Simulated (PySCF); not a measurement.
2-chlorosilylpropan-2-ol (C3H9ClOSi), SMILES [SiH2](C(C)(O)C)Cl.

The structure is a stationary point at PBE-D3(BJ)/def2-SVP. The values are those of a single conformer.

These are TDA-M06-2X/def2-SVPD (PySCF 2.14.0) values and carry that method's errors.

Vertical excitations. Isolated molecule, no solvent.

| state | energy (eV) | λ (nm) | f | main pairs |
|---|---|---|---|---|
| S1 | 6.50 | 191 | 0.003 | HOMO→LUMO 91 % |
| S2 | 7.13 | 174 | 0.008 | HOMO→LUMO+1 80 % |
| S3 | 7.50 | 165 | 0.009 | HOMO−1→LUMO 91 % |
| S4 | 7.77 | 160 | 0.032 | HOMO→LUMO+3 64 %, HOMO→LUMO+6 16 % |
| S5 | 7.92 | 157 | 0.146 | HOMO→LUMO+2 43 %, HOMO→LUMO+4 17 %, HOMO→LUMO+1 12 % |
| S6 | 8.17 | 152 | 0.072 | HOMO−3→LUMO 35 %, HOMO−2→LUMO 31 %, HOMO→LUMO+7 12 % |
| T1 | 6.20 | 200 | 0 | HOMO→LUMO 86 % |
| T2 | 6.91 | 180 | 0 | HOMO→LUMO+1 54 %, HOMO→LUMO+2 18 %, HOMO→LUMO+4 9 % |
Triplets are in the Tamm–Dancoff approximation.
